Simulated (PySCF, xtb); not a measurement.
Te(SH)2 (H₂S₂Te), SMILES S[Te]S.

The structure is a stationary point at B3LYP-D3(BJ)/def2-SVP. The def2 effective core potentials stand for the cores of Te; spin–orbit coupling is left out. One conformer was computed; it need not be the lowest.

Method: IEF-PCM-ωB97X/def2-SVP (PySCF).

The values are the electrostatic part of the solvation free energy, E(continuum) − E(gas) at the gas-phase geometry, in a cavity of scaled van der Waals radii (PySCF's table); cavitation and dispersion terms are not included. In vacuum the orbital gap is 9.00 eV. The dipole moment in vacuum is 0.82 D.

```tsv
solvent	ε	ΔG(elec) (kcal/mol)	dipole (D)	gap (eV)
water	78.36	-4.3	1.15	9.02
diethylether	4.24	-2.8	1.03	9.01
1-octanol	9.86	-3.6	1.10	9.02
```

For comparison, GFN2-xTB/ALPB(water) (xtb, at the GFN2-xTB geometry, all terms of that model) gives -1.9 kcal/mol.
